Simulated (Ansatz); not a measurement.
Isolated molecules relaxed with PBE0-D4/def2-TZVP in Ansatz; ΔE leaves out vibrations. CCSD(T)/CBS is the MP2 limit (def2-TZVPP, def2-QZVPP) plus CCSD(T) − MP2 in def2-TZVPP, frozen cores. DFT in def2-TZVPP. B3LYP here is the variant with VWN-RPA as its local correlation; programs differ in this. For Ga outer-core shells are correlated without core-valence functions, which leaves a few kJ/mol of doubt a bond. Scalar relativity is left out up to krypton. Each species was taken in one conformer, which may not be the lowest.

Reaction (formal exchange of groups at a C–Ga bond): `O[CH2][Ga]([F])[Cl]` + `N[SiH2]C=O` → `N[SiH](C=O)CO` + `[F][GaH][Cl]`

| level | ΔE (kJ/mol) |
| --- | --- |
| B3LYP-D4 | -3.9 |
| ωB97X-V | -9.4 |
| B2PLYP | -4.7 |
| PBE | 0.9 |
| SCS-MP2/def2-TZVPP | -7.6 |
| CCSD/def2-TZVPP | -8.9 |
| CCSD(T)/def2-TZVPP | -7.9 |
| SCS-MP2/def2-QZVPP | -7.5 |

Question: What does CCSD(T)/CBS give? (Best estimate.)

Answer: Ansatz gave: -6.1 kJ/mol. The listed levels differ from it by 2.2, -3.3, 1.4, 7.0, -1.5, -2.8, -1.8, -1.4 kJ/mol.

Largest T1 diagnostic among the species: 0.014.

From PBE to PBE0 (25 % exact exchange), in def2-TZVPP and without D4, ΔE moves by −5.1 kJ/mol. In def2-TZVPP, CCSD(T) changes the Hartree–Fock value by +5.4 kJ/mol (the triples alone add +1.0 kJ/mol) and MP2 by +6.5 kJ/mol.
